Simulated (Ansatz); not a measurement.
Born–Oppenheimer molecular dynamics of F$_{3}$HSi (5 atoms, charge 0, multiplicity 1). It starts at the highest image of a converged band. Of that band: Neighbouring images differ by up to 2.2 eV, so the band resolves the path poorly. A vibrational analysis at the climbing image gives one clearly imaginary mode, 1860i cm⁻¹: a first-order saddle point.

Computed with RHF/def2-TZVP (Ansatz 0.2.0).

| Quantity | Value |
| --- | --- |
| ensemble | NVE (velocity Verlet) |
| time step | 0.5 fs |
| steps asked | 200 |
| starting velocities drawn for | 100 K |
| seed | 10498 |

First frame:

```xyz
5
Properties=species:S:1:pos:R:3
Si -0.265 0.000 0.307
H 0.998 0.000 1.360
F 1.546 0.000 0.337
F -0.579 1.227 -0.606
F -0.579 -1.227 -0.606
```

**Question.** What does the run give?

**Answer.** All steps were run.

| Property | Result |
| --- | --- |
| steps done | 200 |
| time covered | 100 fs |
| mean temperature over the second half | 5395 K |
| spread of the potential energy over the second half | 228.4 meV per atom |
| mean potential energy of the second half above the start | -411.0 meV per atom |

The conserved energy stayed within 4.2 meV per atom of its start (net change 0.46 meV per atom), so the integration is sound. The system heated up, since it started high on the potential surface and ran downhill. A run of 0.1 ps of so small a system gives no equilibrium averages. The orbitals stay closed-shell, which can raise the energy where a bond breaks towards radicals; this wasn't checked here.

**Question.** What happens to the structure?

**Answer.** The step under study would form H2–F3 and break Si1–H2, Si1–F3. These pairs go: H2–F3 1.16 → 1.65 Å, Si1–H2 1.64 → 1.63 Å, Si1–F3 1.81 → 1.40 Å. In the last frame they stand as before the step (other bonds may differ from the relaxed reactants and products). These pairs come and go: their bonding changes 10 times, last at 98 of 100 fs, so the outcome isn't settled. It ends as one piece, F3HSi. Pairs count as bonded within 1.25 times the sum of covalent radii (0.12 Å more for H–H). Another seed would give other details.

**Question.** How do temperature and energy run in time?

**Answer.** 
```tsv
time (fs)	T (K)	potential energy less start (eV)	conserved less start (meV/atom)
0.0	100	0.000	0.00
5.0	143	-0.016	0.06
10.0	2502	-0.929	0.51
15.0	10079	-3.876	-1.30
20.0	7433	-2.845	-0.37
25.0	3743	-1.413	-0.07
30.0	2615	-0.978	-0.59
35.0	9578	-3.684	-1.76
40.0	4683	-1.777	0.07
45.0	5771	-2.199	-0.04
50.0	3255	-1.218	1.02
55.0	5200	-1.981	-0.59
60.0	3881	-1.466	0.04
65.0	8863	-3.401	-0.53
70.0	7130	-2.723	0.51
75.0	2198	-0.813	0.07
80.0	2557	-0.952	0.21
85.0	9300	-3.572	-0.84
90.0	9110	-3.497	-0.75
95.0	2988	-1.120	-0.02
100.0	3491	-1.313	0.46
```

The run took 94 s on 4 threads of Intel(R) Xeon(R) Platinum 8488C (Sapphire Rapids), with other jobs on the host, peak memory 0.27 GiB.
